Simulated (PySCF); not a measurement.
Compound: C₄H₆F₂Si.
SMILES with atom numbers: `[CH2:1]=[C:2]([F:3])/[C:4]([F:5])=[CH:6]/[SiH3:7]` (hydrogens: H8, H9 on C1; H10 on C6; H11, H12, H13 on Si7)

Computed with PySCF 2.14.0, PBE0-D3(BJ)/def2-SVP geometry optimisation, gas phase.

Task: Give the optimised bond lengths and angles.

Result: 
| bond | length (bohr) | order |
| --- | --- | --- |
| C1=C2 | 2.519 | double |
| C2–F3 | 2.517 | single |
| C2–C4 | 2.766 | single |
| C4–F5 | 2.524 | single |
| C4=C6 | 2.527 | double |
| C6–Si7 | 3.532 | single |
| C1–H8 | 2.061 | single |
| C1–H9 | 2.057 | single |
| C6–H10 | 2.065 | single |
| Si7–H11, Si7–H12, Si7–H13 | 2.822 | single |

Bonds in one row agree within 0.02 bohr and their mean is given. Orders are formal, as drawn. A selection of angles:
| angle | degrees |
| --- | --- |
| C2–C1–H8 | 120.4 |
| C2–C1–H9 | 119.6 |
| H8–C1–H9 | 119.9 |
| C1–C2–F3 | 121.3 |
| C1–C2–C4 | 125.6 |
| F3–C2–C4 | 113.2 |
| C2–C4–F5 | 112.5 |
| C2–C4–C6 | 126.3 |
| F5–C4–C6 | 121.2 |
| C4–C6–Si7 | 124.2 |
| C4–C6–H10 | 115.2 |
| Si7–C6–H10 | 120.5 |
| C6–Si7–H11 | 110.9 |
| C6–Si7–H12 | 108.5 |
| H11–Si7–H12 | 109.5 |
| H12–Si7–H13 | 108.4 |

Dihedral angles: C1–C2–C4–F5 0° (synperiplanar); C2–C4–C6–Si7 180° (antiperiplanar). The mirror-image conformer, all signs reversed, is as good.

The C–C distances run from 1.333 Å (C1=C2, drawn double) to 1.464 Å (C2–C4, drawn single), a spread of 0.131 Å. Of the pairs four or more bonds apart, F3···H10 is among the closest relative to their van der Waals radii: 2.40 Å, 90 % of the sum of Bondi's values. The 7 heavy atoms lie in one plane (0.002 Å rms). Si7 (SiH3 silicon) is tetrahedral (angles from 108.4° to 110.9°).

Stationary, but not proved a minimum. One conformer, not necessarily the lowest.
